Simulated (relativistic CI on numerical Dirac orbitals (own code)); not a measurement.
# Cr⁺ in a cubic cluster: 2p photoemission with charge transfer

Computed with a charge-transfer multiplet model of a cubic metal-ligand cluster with up to one ligand hole, Slater and spin-orbit integrals from Dirac-Coulomb-Breit ions, Slater integrals scaled by 0.8. The ground state mixes d5 with configurations of k ligand holes L, whose averages lie at kΔ + k(k − 1)U_dd/2; a core hole lowers each added d electron by U_cd. 300 K, Lorentzian 0.6 eV and Gaussian 0.8 eV FWHM.

Atomic integrals in eV (Slater integrals scaled, ζ unscaled), ground: F2dd 6.636, F4dd 4.082, zeta_d 0.022; with the core hole: F2dd 8.366, F4dd 5.204, zeta_d 0.040, zeta_core 5.624, F2cd 4.703, G1cd 3.430, G3cd 1.946.

Cluster parameters (eV): U_dd = 4.9, U_cd = 5.9, 10Dq = 0.5, 10Dq(ligand) = 1.5, V(eg) = 2.65, V(t2g) = -1.34, final-state hopping factor = 1.

```
       Case   n_d    d5   d6L     S
 Δ = 6.9 eV  5.16  0.84  0.16  2.50
 Δ = 7.9 eV  5.14  0.86  0.14  2.50
Δ = 10.9 eV  5.09  0.91  0.09  2.50
```

Weights, n_d and S are thermal averages at 300 K. Binding energies count from the first peak over 30 % of the highest in each spectrum, which can be another peak from case to case. The parameters are a model scan and need not match a compound or its usual spin state. Peaks in eV (height, largest 100):
- Δ = 6.9 eV: 0.0 (100), 4.2 (17), 10.4 (56)
- Δ = 7.9 eV: 0.0 (100), 4.3 (18), 10.5 (55)
- Δ = 10.9 eV: 0.0 (100), 0.8 (92), 4.8 (18), 9.9 (52)

Curve for Δ = 7.9 eV (points under 2 left out, the grid thinned):

E (eV), Intensity and a bar:
```
     -3.5        2.0 
     -3.0        2.7 
     -2.6        3.5 
     -2.1        5.3 #
     -1.6        9.5 ##
     -1.2       18.5 #####
     -0.7       53.1 ################
     -0.2       97.2 ##############################
      0.2       96.4 ##############################
      0.7       92.6 #############################
      1.2       80.6 #########################
      1.6       64.0 ####################
      2.1       42.4 #############
      2.6       24.2 #######
      3.0       16.4 #####
      3.5       14.3 ####
      4.0       16.6 #####
      4.4       17.6 #####
      4.9       14.4 ####
      5.4       11.2 ###
      5.8        9.5 ##
      6.3        7.7 ##
      6.7        7.0 ##
      7.2        7.4 ##
      7.7        9.9 ##
      8.1       12.8 ###
      8.6       18.1 #####
      9.1       31.2 #########
      9.5       46.3 ##############
     10.0       52.7 ################
     10.5       55.3 #################
     10.9       47.9 ##############
     11.4       26.8 ########
     11.9       14.0 ####
     12.3       10.2 ###
     12.8        9.0 ##
     13.3        7.6 ##
     13.7        5.8 #
     14.2        4.1 #
     14.7        3.1 
     15.1        2.5 
     19.2        2.2 
     19.7        2.5 
     20.1        2.7 
     20.6        2.1
```

For the case Δ = 7.9 eV, Δ = 7.9 eV is larger than U_dd = 4.9 eV, the Mott-Hubbard side of the Zaanen-Sawatzky-Allen scheme. With the core hole the configuration with one ligand hole lies at Δ − U_cd = 1.0, 2.0, 5.0 eV from the one without, in the order of the table; where this is negative the screened configuration lies lower, though the effective hopping of about 4.3 eV (from the holes of the mixed ground state) mixes the two strongly wherever it is as large as the gap.

With at most 1 ligand hole the space is cut while the next configuration still counts, so covalency is underestimated, and a final configuration with one more ligand hole, which can lie low, is missing from the spectra.
